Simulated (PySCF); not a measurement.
**Dipole moment and polarisability of `CN1[SiH2]NC[Si@H]1C`**

Compound: C₃H₁₂N₂Si₂.
Structure used (GFN2-xTB), in Å, numbered top down from 1:
```xyz
19
C3H12N2Si2 angstrom
C      1.9927    0.6733   -0.7462
N      0.8923    0.0775   -0.0330
Si     1.0996   -0.5296    1.5832
N     -0.4398   -1.2462    1.7606
C     -1.4784   -0.9830    0.7865
Si    -0.6186   -0.3040   -0.7741
C     -1.4624    1.2294   -1.5087
H      2.6189    1.2446   -0.0611
H      1.6225    1.3429   -1.5221
H      2.6198   -0.0869   -1.2233
H      2.1422   -1.5582    1.6767
H      1.4129    0.6143    2.4556
H     -0.7764   -1.5637    2.6542
H     -2.0200   -1.9093    0.5754
H     -2.2154   -0.2731    1.1799
H     -0.4966   -1.3506   -1.8100
H     -2.4686    0.9995   -1.8434
H     -0.9094    1.5922   -2.3689
H     -1.5251    2.0401   -0.7887
```

Level: CAM-B3LYP/def2-SVPD (PySCF), static field, nuclei fixed, core orbitals frozen in the response. The polarisability tensor in these axes (au):

```
x   102.31   1.36   5.28
y     1.36  90.32  -7.39
z     5.28  -7.39 100.16
```

Q: Give the principal values, the mean and the anisotropy Δα = √{½[(α1 − α2)² + (α2 − α3)² + (α1 − α3)²]}.

A: Principal values 85.50, 99.70 and 107.59 au; mean 97.60 au = 14.46 Å³ = 16.09 × 10⁻⁴⁰ C²·m²/J; Δα = 19.39 au (20 % of the mean).

Q: What is the dipole moment, and where does it point?

A: (-0.66, 0.54, 0.08) D, 0.86 D in size, pointing from the negative to the positive side. Measured along this direction, the outermost atoms are H11 at the negative end and H19 and H17 at the positive end.

Q: What depolarisation ratio follows for Rayleigh scattering of linearly polarised light, taking the static tensor?

A: ρ = 3Δα²/(45ᾱ² + 4Δα²) = 1127.7/(428641 + 1503.6) = 0.00262.

Q: Molar refractivity from α?

A: Lorentz–Lorenz: R = (4π/3)N_A α = 2.5225 cm³/(mol·Å³) × 14.46 Å³ = 36.5 cm³/mol, in the limit of long wavelengths.

Q: Find the Langevin capture rate constant for NH4+ (18.034 u) meeting this molecule (132.054 u), k = 2.342 × 10⁻⁹ cm³/s × √(α in Å³ / reduced mass in u).

A: The reduced mass is 15.87 u, so k = 2.24 × 10⁻⁹ cm³/s. The formula leaves out the permanent dipole, which adds to the capture rate.

Q: What would n − 1 = 2πNα be for an ideal gas of these molecules at 350 K and 1 atm, electronic part alone?

A: N = p/kT = 2.0968 × 10¹⁹ cm⁻³, so n − 1 = 2π × N × 14.46 × 10⁻²⁴ cm³ = 1905 × 10⁻⁶ at long wavelengths, for an ideal gas.

The structure is a single GFN2-xTB conformer in the gas phase; no vibrational or solvent corrections.
